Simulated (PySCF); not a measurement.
**Mayer bond orders and bond lengths**

Species: C6H4ClNS.
Atom-mapped SMILES: `[Cl:1][CH2:2][C:3]#[C:4][c:5]1[n:6][cH:7][cH:8][s:9]1` (hydrogens: H10, H11 on C2; H12 on C7; H13 on C8)

Structure used (GFN2-xTB), in Å, numbered top down from 1:
```
atom  x, y, z in Å
Cl1    3.7392    1.9344   -0.3729
C2     3.3049    0.2009   -0.1115
C3     1.8793    0.0540   -0.0478
C4     0.6772   -0.0199    0.0095
C5    -0.7150   -0.1185    0.0452
N6    -1.4014   -0.8899    0.8181
C7    -2.7254   -0.7602    0.6157
C8    -3.0863    0.1391   -0.3409
S9    -1.7002    0.8705   -1.0406
H10    3.7747   -0.1105    0.8226
H11    3.7201   -0.3580   -0.9518
H12   -3.4022   -1.3544    1.2023
H13   -4.0694    0.4129   -0.6658
```

Bond orders from the PBE0/pcSseg-1 density (PySCF). Geometry: GFN2-xTB; no solvent, vibrations or thermal averaging.

**Question.** How far do the computed orders between heavy atoms stray from the drawn ones?

**Answer.** The largest departure is 0.870, at C3–C4 (drawn triple, 2.130), counting aromatic bonds as 1.5. Drawn single, order above 1.12: C2–C3 (1.140). Drawn double or triple, more than 0.30 short of the drawn order: C3–C4 (2.130). The bonds drawn aromatic range from 1.11 to 1.65.

**Question.** Set the Mayer orders of the bonds between heavy atoms beside their lengths.

**Answer.** 
```json
{"bond": "Cl1–C2", "drawn as": "single", "length (Å)": "1.806", "Mayer order": "1.030"}
{"bond": "C2–C3", "drawn as": "single", "length (Å)": "1.435", "Mayer order": "1.140"}
{"bond": "C3–C4", "drawn as": "triple", "length (Å)": "1.206", "Mayer order": "2.130"}
{"bond": "C4–C5", "drawn as": "single", "length (Å)": "1.396", "Mayer order": "0.977"}
{"bond": "C5–N6", "drawn as": "aromatic", "length (Å)": "1.290", "Mayer order": "1.649"}
{"bond": "N6–C7", "drawn as": "aromatic", "length (Å)": "1.346", "Mayer order": "1.316"}
{"bond": "C7–C8", "drawn as": "aromatic", "length (Å)": "1.362", "Mayer order": "1.527"}
{"bond": "C8–S9", "drawn as": "aromatic", "length (Å)": "1.716", "Mayer order": "1.195"}
{"bond": "S9–C5", "drawn as": "aromatic", "length (Å)": "1.769", "Mayer order": "1.112"}
```

Bonds between the same two heavy elements. C–C: lowest C4–C5 (0.977, 1.396 Å), highest C3–C4 (2.130, 1.206 Å); in 1 of the 6 pairs the longer bond (by over 0.003 Å) has the higher order (by 0.02 or more). C–N: lowest N6–C7 (1.316, 1.346 Å), highest C5–N6 (1.649, 1.290 Å). C–S: lowest S9–C5 (1.112, 1.769 Å), highest C8–S9 (1.195, 1.716 Å).

**Question.** And the bonds to hydrogen?

**Answer.** C–H: 0.91 to 0.98 (4 bonds).

**Question.** Sum the orders of all bonds at each heavy atom with more than one neighbour and set the sums beside the valence in the SMILES.

**Answer.** C2 3.990 (drawn 4), C3 3.270 (drawn 4), C4 3.107 (drawn 4), C5 3.738 (drawn 4), N6 2.965 (drawn 3), C7 3.822 (drawn 4), C8 3.673 (drawn 4), S9 2.307 (drawn 2). Orders between atoms that aren't bonded are not in these sums.

The Mayer order sums products of elements of PS (density times overlap matrix) between the two atoms' basis functions, so it depends on the basis set.
